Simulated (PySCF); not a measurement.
C4H7NO, SMILES COCCC#N. Atoms are numbered in the order given.

```xyz
13

C      0.3380     2.7081     0.0000
O     -0.4561     1.5506     0.0000
C      0.2890     0.3669     0.0000
C     -0.7080    -0.7906     0.0000
C     -0.0391    -2.0964     0.0000
N      0.5079    -3.1148     0.0000
H      0.9857     2.7603     0.8973
H      0.9857     2.7603    -0.8973
H     -0.3362     3.5762     0.0000
H      0.9447     0.3030     0.8922
H      0.9447     0.3030    -0.8922
H     -1.3556    -0.7162    -0.8871
H     -1.3556    -0.7162     0.8871
```
Charge 0, spin multiplicity 1.

Geometry: ωB97X-D3(BJ)/def2-SVP. Other conformers were not sampled.

The numbers are results of SMD-PBE0/6-31G* (PySCF), not measurements.

Solvation free energies are E(SMD) − E(gas) at the gas-phase geometry, for 1 M in both phases. In vacuum the dipole moment is 3.76 D.

```csv
solvent,ΔG(solv) (kcal/mol),its non-electrostatic (CDS) part,dipole (D)
water,[?],[?],[?]
1-octanol,-5.4,2.4,4.48
n-hexane,-3.4,-0.5,4.10
```

Problem. Complete the blanks. (The exact figures need the calculation; the answer reports its results.)

Solution. 
- water, ΔG(solv) (kcal/mol): -4.1
- water, its non-electrostatic (CDS) part: 5.2
- water, dipole (D): 4.56
